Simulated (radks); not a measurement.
Spin polarisation of the 4p4 shell in the bromine ion Br+. Start: [Ar] 3d10 4s2 4p(up 2, down 2); electrons of 4p are moved from spin down to spin up, other shells keep equal spins. Method: non-relativistic Kohn-Sham, PBE, spin-polarised, spherical densities, point nucleus; computed with a radial shooting solver on a logarithmic mesh with Libxc functionals.

moment (Bohr magnetons)	E - E(0) (eV)	e(4p up) (eV)	e(4p down) (eV)	4s down minus up (eV)	3d down minus up (eV)
0	0.000	-17.482	-17.482	0.000	0.000
0.5	-0.055	-17.693	-17.253	0.451	0.061
1	-0.221	-17.887	-17.003	0.903	0.121
1.5	-0.497	-18.065	-16.733	1.360	0.182
2	-0.887	-18.226	-16.439	1.823	0.243

At moment 2 the spin-polarisation energy is -0.887 eV and the 4p exchange splitting 1.787 eV, that is 0.893 eV per Bohr magneton; E = -I m^2/4 would give I = 0.887 eV.
